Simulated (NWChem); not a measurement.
# Si2H5SCl; SMILES [SiH3]S[SiH2]Cl

```xyz
9

Si    -1.0253     1.7478     0.1727
S      0.9619     1.0993    -0.4336
Si     0.9125    -0.8671     0.4266
Cl    -0.7295    -1.9597    -0.2531
H     -2.0732     1.2711    -0.7890
H     -1.3294     1.2326     1.5521
H     -0.9789     3.2473     0.1738
H      0.7978    -0.8088     1.9203
H      2.1741    -1.5460    -0.0077
```
Atoms are numbered in this order, from 1.

Program: NWChem. Structure relaxed at the PBE-D3(BJ)/def2-SVP level.

For level TPSS/pcseg-1:

```
Property          Value
----------------  -----
orbital gap (eV)   5.70
dipole (D)         1.25
```

### Question
How do the values read with level TPSS/def2-SVP instead?

### Answer
The orbital gap (eV) comes out as 5.91 and the dipole (D) comes out as 0.99.
